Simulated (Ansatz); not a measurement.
C₂H₆F₂Si (`FC[SiH2]CF`) at its PBE0-D4/def2-TZVP geometry, where that method's forces vanish. The species carries charge 0 and has multiplicity 1.

```xyz
11

F    -0.0490    2.1871   -0.3296
C     0.1511    1.0702   -1.1380
Si    0.6927   -0.3950   -0.0709
C    -0.6644   -0.7774    1.1905
F    -1.8412   -1.1100    0.5231
H     0.9002    1.3248   -1.8947
H    -0.7890    0.8511   -1.6550
H     0.9170   -1.5681   -0.9569
H     1.9417   -0.0621    0.6644
H    -0.3929   -1.6133    1.8434
H    -0.8662    0.0929    1.8237
```

Question: What forces (eV/Å) does ωB97M-V/def2-TZVPP give on these atoms in Ansatz? (An estimate is asked.)

Answer: Ansatz gave: 
```
F1  -0.035  0.205  0.184
C2   0.037 -0.284 -0.243
Si3  0.095 -0.054 -0.010
C4   0.298  0.093  0.208
F5  -0.221 -0.059 -0.157
H6  -0.073 -0.023  0.060
H7   0.082  0.022  0.039
H8  -0.031  0.134  0.097
H9  -0.144 -0.034 -0.079
H10 -0.026  0.079 -0.050
H11  0.016 -0.078 -0.049
```
